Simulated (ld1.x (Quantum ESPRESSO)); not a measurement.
# What the settings do to the PAW potential of manganese (Mn)

Base potential:

ld1.x (Quantum ESPRESSO) 7.5 input, shortened:

```
&input
   title='Mn', zed=25., rel=1, dft='PZ', iswitch=3,
   config='[Ar] 3d5.5 4s1.5 4p0'
 /
 &inputp
   pseudotype=3, lpaw=.true., tm=.true., lloc=-1, rcloc=1.25,
   nlcc=.true., rcore=0.65,
   which_augfun='BESSEL', rmatch_augfun=0.80
 /
6
3S  1  0   2.00   0.00  1.15  1.20  0.0
4S  2  0   1.50   0.00  1.15  1.20  0.0
3P  2  1   6.00   0.00  1.60  1.80  0.0
4P  3  1   0.00   0.00  1.60  1.80  0.0
3D  3  2   5.50   0.00  1.25  1.75  0.0
3D  3  2   0.00   1.00  1.25  1.75  0.0
 &test
   configts(1)='3s2 3p6 3d5.5 4s1.5 4p0'
 /
```

Cutoffs, loose and tight: the cutoffs (Ry, on a coarse ladder) from which the occupation-weighted sum of valence levels, in a spherical-Bessel basis at the reference potential, stays within 10 and 1 mRy of its value at 400 Ry. They do not see the model core or the augmentation charge, which bear on the density cutoff. Test errors are all-electron minus pseudo excitation energies from the reference, over the configurations 3s2 3p6 3d5 4s2 4p0; 3s2 3p6 3d5 4s1 4p0; 3s2 3p6 3d5 4s0 4p0; 3s2 3p6 3d5 4s1 4p1; 3s2 3p6 3d4 4s2 4p1; 3s2 3p5 3d5 4s2 4p0; 3s1 3p6 3d5 4s2 4p0 (two spin-polarised tests are not counted in the largest error). A dash means not determined; rows that change the core or the reference have their own tests. The largest error is taken over the tests solved by every variant that gives reliable tests at all: 3s2 3p6 3d5 4s0 4p0; 3s2 3p6 3d5 4s1 4p0; 3s2 3p6 3d5 4s2 4p0.

Cutoffs are not given where the Bessel-basis levels miss the radial ones by over 6 mRy, ghosts where they miss by over 20 mRy; a channel whose overlap is not positive is not tested.

A file whose overlap is not positive is unfit for use, and its test errors describe a broken file.

```csv
change,outcome,"cutoff, loose","cutoff, tight",bound ghosts,largest test error (meV)
base,"generated, overlap not positive",–,–,not determined (overlap not positive),-6.6
"all radii but the core radius scaled by about 0.76 (s 0.92, p 1.36, d 1.32 bohr, rcut 0.88/1.22/0.94); local potential all-electron potential smoothed inside 0.94 bohr (lloc = -1); augmentation BESSEL, radius 0.60 bohr","generated, overlap not positive",–,–,not determined (overlap not positive),-1.2
"all radii but the core radius scaled by about 0.87 (s 1.04, p 1.56, d 1.52 bohr, rcut 1.00/1.40/1.08); local potential all-electron potential smoothed inside 1.08 bohr (lloc = -1); augmentation BESSEL, radius 0.70 bohr","generated, overlap not positive",–,–,not determined (overlap not positive),test run stopped at test 1 of 9 (negative rho)
"all radii but the core radius scaled by about 0.92 (s 1.10, p 1.66, d 1.62 bohr, rcut 1.06/1.48/1.16); local potential all-electron potential smoothed inside 1.16 bohr (lloc = -1); augmentation BESSEL, radius 0.74 bohr","generated, overlap not positive",–,–,not determined (overlap not positive),-3.9
"all radii but the core radius scaled by about 1.04 (s 1.26, p 1.88, d 1.82 bohr, rcut 1.20/1.68/1.30); local potential all-electron potential smoothed inside 1.30 bohr (lloc = -1); augmentation BESSEL, radius 0.84 bohr","generated, overlap not positive",–,–,not determined (overlap not positive),-2.6
"all radii but the core radius scaled by about 1.20 (s 1.44, p 2.16, d 2.10 bohr, rcut 1.38/1.92/1.50); local potential all-electron potential smoothed inside 1.50 bohr (lloc = -1); augmentation BESSEL, radius 0.96 bohr","generated, overlap not positive",–,–,not determined (overlap not positive),+2.4
"all radii but the core radius scaled by about 1.28 (s 1.54, p 2.30, d 2.24 bohr, rcut 1.48/2.06/1.60); local potential all-electron potential smoothed inside 1.60 bohr (lloc = -1); augmentation BESSEL, radius 1.02 bohr","generated, overlap not positive",–,–,not determined (overlap not positive),test run stopped at test 1 of 9 (negative norm?)
"all radii but the core radius scaled by about 1.38 (s 1.66, p 2.48, d 2.42 bohr, rcut 1.58/2.20/1.72); local potential all-electron potential smoothed inside 1.72 bohr (lloc = -1); augmentation BESSEL, radius 1.10 bohr","generated, overlap not positive",–,–,not determined (overlap not positive),"test run stopped at test 2 of 9 (negative rho), 1 before it not solved"
```

Problem. What comes out with this change to the base: all radii but the core radius scaled by about 1.09 (s 1.32, p 1.96, d 1.92 bohr, rcut 1.26/1.74/1.36); local potential all-electron potential smoothed inside 1.36 bohr (lloc = -1); augmentation BESSEL, radius 0.88 bohr?

Solution. outcome: generated; cutoff, loose: 35 Ry; cutoff, tight: 55 Ry; bound ghosts: none; largest test error (meV): -1.5.
